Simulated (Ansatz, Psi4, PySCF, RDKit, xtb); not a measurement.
Complex: CH4 (SMILES C) (first 5 atoms) with CH2O2 (SMILES O=CO); geometry from B3LYP-D3(BJ)/def2-TZVP, rigid monomers moved along the line of their centres of mass till C1···H10 is 3.37 Å.
(charge 0, multiplicity 1):
| atom | x (Å) | y (Å) | z (Å) |
|---|---|---|---|
| C | -0.0682 | 0.0225 | 0.0979 |
| H | 0.1341 | -0.2322 | -0.9411 |
| H | 0.6339 | -0.5068 | 0.7414 |
| H | 0.0487 | 1.0998 | 0.2224 |
| H | -1.0909 | -0.2728 | 0.3365 |
| O | 1.2081 | -0.6597 | 4.5510 |
| C | 0.3892 | 0.0683 | 5.0348 |
| O | -0.5311 | 0.7651 | 4.3508 |
| H | 0.2791 | 0.2656 | 6.1089 |
| H | -0.4129 | 0.5738 | 3.4042 |

Counterpoise-corrected where a basis set is named; no monomer relaxation. RDKit's UFF carries no charges.

Cores are frozen in the correlated methods. Rows in 6-31G* carry no dispersion term and start afresh at each structure (6-31G* with six Cartesian d functions). MP2/6-31G* freezes PySCF's default core.

The values were computed with Ansatz (Gaussian basis) for Hartree–Fock, density functionals and correlated methods; Psi4 for SAPT; PySCF for 6-31G* rows, the dispersion terms; RDKit for the force fields; xtb for the GFN methods. 

| level | interaction energy (meV) |
|---|---|
| UFF | -20.4 |
| GFN-FF | -15.7 |
| HF/6-31G* | -13.0 |
| PBE/def2-TZVPPD | -24.4 |
| B3LYP/6-31G* | -13.1 |
| B3LYP-D3(BJ)/def2-TZVPPD | [?] |
| MP2/6-31G* | [?] |
| SCS-MP2/aug-cc-pVDZ | -22.9 |
| SAPT0/jun-cc-pV(D+d)Z | -22.5 |

Problem. Fill in the missing entries.

Solution. 
- B3LYP-D3(BJ)/def2-TZVPPD, interaction energy (meV): -30.5
- MP2/6-31G*, interaction energy (meV): -21.2

Ansatz is an electronic-structure program.
